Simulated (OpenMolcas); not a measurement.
An OpenMolcas run meant for Ta (ANO-RCC-VDZP, DKH2; inactive shells 1s 2s 2p 3s 3p 3d 4s 4p 4d 4f 5s 5p; intended active space 5 electrons in 6 orbitals (5d 6s)). One step of its input:

```
&CASPT2
Multistate=6 1 2 3 4 5 6
Frozen=14 16
IPEA=2.0
Imaginary=0.1
MaxIter=60
WThr=0.0 0.3 0.05
PrWF=0.5
NoMix
```

The run finished. Its levels beside those of a sound run (MS-CASPT2, IPEA 0.25 Eh, imaginary shift 0.1 Eh (closed shells correlated: 5s 5p)), in cm-1 above each run's lowest level:

```json
{"Level": "5d3 6s2 4F 3/2", "This run": "0.0", "Usual run": "0.0"}
{"Level": "5d3 6s2 4F 5/2", "This run": "1701", "Usual run": "1782"}
{"Level": "5d3 6s2 4F 7/2", "This run": "3534", "Usual run": "3669"}
{"Level": "5d3 6s2 4F 9/2", "This run": "5237", "Usual run": "5407"}
{"Level": "5d3 6s2 4P 1/2", "This run": "6279", "Usual run": "5550"}
{"Level": "5d3 6s2 4P 3/2", "This run": "6919", "Usual run": "5804"}
{"Level": "5d3 6s2 4P 5/2", "This run": "10376", "Usual run": "8456"}
{"Level": "5d4 6s 6D 1/2", "This run": "8948", "Usual run": "9741"}
{"Level": "5d4 6s 6D 3/2", "This run": "9046", "Usual run": "10185"}
{"Level": "5d4 6s 6D 5/2", "This run": "9278", "Usual run": "11195"}
{"Level": "5d3 6s2 2G 7/2", "This run": "11624", "Usual run": "11378"}
{"Level": "5d3 6s2 2D 3/2(1) [51 %]", "This run": "12666", "Usual run": "11580"}
{"Level": "5d4 6s 6D 7/2", "This run": "10716", "Usual run": "12237"}
{"Level": "5d3 6s2 2P 1/2", "This run": "13390", "Usual run": "12337"}
```

Which setting is unsound, and how much does it matter here?

The IPEA shift is far above its usual 0.25 hartree. Against the sound run the excited levels shown move by 920 cm-1 on average and by 1900 cm-1 at most.

CASPT2 breaks the degeneracy within a term, and the mean is taken; among the terms shown or strongly mixed into the levels shown the widest spread is 1500 cm-1 (5d3 6s2 4F, this run). Blocks of more than 70 roots (2S+1 = 2 even) ran without multistate coupling. Configurations are named by rounded mean occupations; where the s occupation lies near a half they are strongly mixed, a name can repeat and a true partner stay unpaired. A single d shell beside an s shell can misplace configurations of different d count against each other. Levels of configurations outside the active space are missing.

A share in square brackets marks a mixed level and gives the weight of the term that names it, the lowest over the columns. A number in round brackets counts repeated terms of one configuration in the order of the reference energies.
